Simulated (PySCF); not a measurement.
PySCF 2.14 output of an unrestricted B3LYP calculation on a single atom or ion in cc-pVDZ-DK (6s5p3d1f, 43 functions), with the spin-free X2C one-electron Hamiltonian (Gaussian nucleus):

```
SCF conv_tol = 1e-09
number electrons alpha = 15  beta = 9
    P. J. Stephens, F. J. Devlin, C. F. Chabalowski, and M. J. Frisch.,  J. Phys. Chem. 98, 11623 (1994)
cycle= 1 E= -1158.29821048234  delta_E= -0.00356  |g|= 0.047  |ddm|= 0.319
cycle= 2 E= -1158.29816296061  delta_E= 4.75e-05  |g|= 0.0481  |ddm|= 0.328
cycle= 3 E= -1158.29889754642  delta_E= -0.000735  |g|= 0.00075  |ddm|= 0.161
cycle= 4 E= -1158.29889777354  delta_E= -2.27e-07  |g|= 8.61e-06  |ddm|= 0.00372
cycle= 5 E= -1158.29889777359  delta_E= -4.75e-11  |g|= 8.27e-07  |ddm|= 8.82e-05
converged SCF energy = -1158.29889777359  <S^2> = 12.000354  2S+1 = 7.0001012
```

The run itself started from symmetry-adapted Hartree-Fock orbitals and held the occupation by maximum overlap, on a logarithmic radial grid, so the iterations belong to that start.

Task: Which element, charge and spin multiplicity is this?

Result: Mn⁺ (manganese, charge +1), multiplicity 7; the state was [Ar] 3d5 4s1, high-spin 7S determinant.
